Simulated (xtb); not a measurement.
Input for xtb: GFN2-xTB on H4Si2 (SMILES [SiH][SiH3]), a point of a bond scan (R = 4.114 Å).

```
$ xtb mol.xyz --gfn 2 --sp --chrg 0 --uhf 0
6

Si    -0.00338560     1.03723858     0.82594973
H     -1.19268568     3.26277495    -2.42301619
Si     0.02918721    -0.89103927    -0.59790228
H      0.97945138    -0.66055376    -1.72119154
H     -1.32621922    -1.10029411    -1.17841082
H      0.42941234    -2.14745382     0.08430899
```

Question: Predict the final total energy.

Answer: -5.3010 hartree.
